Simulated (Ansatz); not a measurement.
A run on F2H3N2Si (`[NH][Si](N)(F)F`) radical with other settings.

```yaml
crystal:
  periodic: [false, false, false]
  atoms:
    - {symbol: N, position_ang: [-0.784014, 1.316294, 0.809997]}
    - {symbol: Si, position_ang: [-0.403060, -0.148598, -0.020742]}
    - {symbol: N, position_ang: [1.203843, -0.607329, -0.133333]}
    - {symbol: F, position_ang: [-1.418144, -1.130481, 0.381851]}
    - {symbol: F, position_ang: [-0.704968, -0.135852, -1.737063]}
    - {symbol: H, position_ang: [-1.034813, 1.971076, 0.348386]}
    - {symbol: H, position_ang: [1.688261, -1.178436, -0.764764]}
    - {symbol: H, position_ang: [1.775021, -0.538303, 0.914240]}
basis:
  gaussian: {orbitals: def2-mTZVPP, final_grid: {core_spheres: 20, valence_spheres: 16, degree: 47}}
total_charge: -1
magnetization: {spin_polarized: true, initial_magnetization: 0}
hamiltonian: {xc: {name: HF}}
correlation: {active_space: {window: {electrons: 40, orbitals: 30}}}
accuracy: high
scf: {lower_state_search: off}
output: {forces: true}
```

```sh
$ ansatz run in.yaml --threads 4 --pin off --events-out ev --progress --plain --max-ram 10444MiB
```

It prints (some lines left out):

```
Error: invalid value for `correlation.active_space`: it starts from restricted Hartree–Fock orbitals; set hamiltonian.xc: hf without magnetization.spin_polarized
```
